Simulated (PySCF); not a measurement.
Structure problem from calculated spectra and properties.

Formula: C5H6O2.

* NMR, other nuclei: isotropic shieldings of nuclei other than C and H, by class: -374 (1 O), -349 (1 O) ppm [GIAO PBE0/pcSseg-1]
* 13C NMR: chemical shifts (computed TMS as zero) by class: 202.9 (1 C), 197.6 (1 C), 139.1 (1 C), 125.7 (1 C), 46.7 (1 C) ppm [GIAO PBE0/pcSseg-1]
* 1H NMR: chemical shifts (computed TMS as zero) by class: 9.31 (1 H), 6.51 (1 H), 5.57 (1 H), 5.48 (1 H), 3.61 (2 H) ppm [GIAO PBE0/pcSseg-1]
* Rotational structure: rotational constants A, B, C: 5.437, 1.572, 1.274 GHz [GFN2-xTB]
* Dipole: 0.81 D [PBE0/pcSseg-1]

The electronic properties come from PySCF, for the isolated species, density fitting. Levels stand in brackets. The structure is a single GFN2-xTB conformer in the gas phase; no vibrational or solvent corrections. Each NMR value is the plain mean over a class of atoms that symmetry, rotation or inversion makes alike.

**Question.** What is the compound? Reason from the data.

**Answer.** Numbering: `[CH2:1]=[CH:2][CH2:3][C:4](=[O:5])[CH:6]=[O:7]`. Its formula, C5H6O2, gives 3 degrees of unsaturation: 0 rings and 3 π bonds in the structure found. 5 carbons fall into 5 classes; from least to most shielded: ketone carbonyl carbon [C4] (202.9 ppm), aldehyde carbon [C6] (197.6 ppm), alkene CH carbon [C2] (139.1 ppm), terminal =CH2 carbon [C1] (125.7 ppm), sp3 carbon next to a carbonyl [C3] (46.7 ppm). Hydrogen classes from least to most shielded: 1 H on an aldehyde carbon, C6 (9.31 ppm), 1 H on an alkene CH carbon, C2 (6.51 ppm), 1 H on a terminal =CH2 carbon, C1 (5.57 ppm), 1 H on a terminal =CH2 carbon, C1 (5.48 ppm), 2 H on an sp3 carbon next to a carbonyl, C3 (3.61 ppm). The other shieldings belong to: -374 ppm, aldehyde oxygen [O7]; -349 ppm, ketone oxygen [O5]. The optimised geometry has point group C1 and is an asymmetric top. Structure: `C=CCC(=O)C=O`. Computed isomers that give other values at the same levels: `COc1ccco1` (13C chemical shifts (computed TMS as zero) by class: 168.1 (1 C), 135.1 (1 C), 119.4 (1 C), 88.2 (1 C), 56.1 (1 C) ppm); `COc1ccoc1` (13C chemical shifts (computed TMS as zero) by class: 159.6 (1 C), 146.6 (1 C), 125.2 (1 C), 110.8 (1 C), 58.4 (1 C) ppm); `C[C@H]1C=CC(=O)O1` (13C chemical shifts (computed TMS as zero) by class: 175.5 (1 C), 164.9 (1 C), 131.2 (1 C), 81.7 (1 C), 22.6 (1 C) ppm). The assignments are read from this structure; whether some other isomer fits the data as well wasn't checked.

The values belong to the conformer `[CH2:1]=[CH:2][CH2:3][C:4](=[O:5])[CH:6]=[O:7]`: C1–C2–C3–C4 127°, C2–C3–C4–O5 7°, C3–C4–C6–O7 -5°.
